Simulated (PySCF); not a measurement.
C₃H₃BF₂O, SMILES C1(=CCO1)B(F)F. Atoms are numbered in the order given.

```xyz
10

F      1.1665    -1.8516     0.0000
B     -0.0004    -1.2162     0.0000
F     -1.1133    -1.9483     0.0000
C     -0.0945     0.3329     0.0000
C     -1.0693     1.2912     0.0000
C      0.0452     2.3004     0.0000
O      1.0088     1.1953     0.0000
H     -2.1637     1.3149     0.0000
H      0.1641     2.9279     0.9093
H      0.1641     2.9279    -0.9093
```

Coordinates come from a PBE-D3(BJ)/def2-SVP optimisation. This is a generated structure with no PubChem entry under its InChIKey; it may be hypothetical. One conformer was computed; it need not be the lowest.

All values below come from TDDFT-ωB97X/def2-SVPD run with PySCF.

Vertical excitations. The molecule is in vacuum. State labels are in the subgroup Cs.

Computed lowest excited states:
```json
[
 {"state": "S1", "symmetry": "A'", "energy (eV)": "5.18", "λ (nm)": "239", "f": "0.144", "main pairs": "HOMO→LUMO 98 %"},
 {"state": "S2", "symmetry": "A\"", "energy (eV)": "6.93", "λ (nm)": "179", "f": "0.000", "main pairs": "HOMO−2→LUMO 79 %, HOMO−3→LUMO 16 %"},
 {"state": "S3", "symmetry": "A\"", "energy (eV)": "7.05", "λ (nm)": "176", "f": "0.003", "main pairs": "HOMO→LUMO+3 40 %, HOMO→LUMO+1 35 %, HOMO→LUMO+4 16 %"},
 {"state": "S4", "symmetry": "A\"", "energy (eV)": "7.31", "λ (nm)": "170", "f": "0.003", "main pairs": "HOMO−3→LUMO 75 %, HOMO−2→LUMO 15 %"},
 {"state": "S5", "symmetry": "A\"", "energy (eV)": "7.40", "λ (nm)": "168", "f": "0.036", "main pairs": "HOMO→LUMO+1 39 %, HOMO→LUMO+3 33 %, HOMO→LUMO+2 12 %"},
 {"state": "S6", "symmetry": "A'", "energy (eV)": "7.67", "λ (nm)": "162", "f": "0.253", "main pairs": "HOMO−1→LUMO 95 %"},
 {"state": "S7", "symmetry": "A\"", "energy (eV)": "7.91", "λ (nm)": "157", "f": "0.002", "main pairs": "HOMO→LUMO+2 74 %"},
 {"state": "S8", "symmetry": "A\"", "energy (eV)": "8.77", "λ (nm)": "141", "f": "0.000", "main pairs": "HOMO→LUMO+4 38 %, HOMO→LUMO+6 33 %, HOMO→LUMO+3 13 %"},
 {"state": "S9", "symmetry": "A'", "energy (eV)": "8.87", "λ (nm)": "140", "f": "0.098", "main pairs": "HOMO→LUMO+5 88 %"},
 {"state": "S10", "symmetry": "A\"", "energy (eV)": "9.18", "λ (nm)": "135", "f": "0.005", "main pairs": "HOMO→LUMO+6 35 %, HOMO→LUMO+10 22 %, HOMO→LUMO+4 20 %, HOMO→LUMO+1 10 %"},
 {"state": "T1", "symmetry": "A'", "energy (eV)": "3.04", "λ (nm)": "408", "f": "0", "main pairs": "HOMO→LUMO 93 %"},
 {"state": "T2", "symmetry": "A\"", "energy (eV)": "6.34", "λ (nm)": "196", "f": "0", "main pairs": "HOMO−2→LUMO 77 %, HOMO−3→LUMO 19 %"},
 {"state": "T3", "symmetry": "A'", "energy (eV)": "6.74", "λ (nm)": "184", "f": "0", "main pairs": "HOMO−1→LUMO 92 %"},
 {"state": "T4", "symmetry": "A\"", "energy (eV)": "6.79", "λ (nm)": "183", "f": "0", "main pairs": "HOMO→LUMO+3 57 %, HOMO→LUMO+4 16 %, HOMO→LUMO+1 11 %"}
]
```
Triplets are in the Tamm–Dancoff approximation, which puts them higher than full response would, so one can lie above its singlet here.
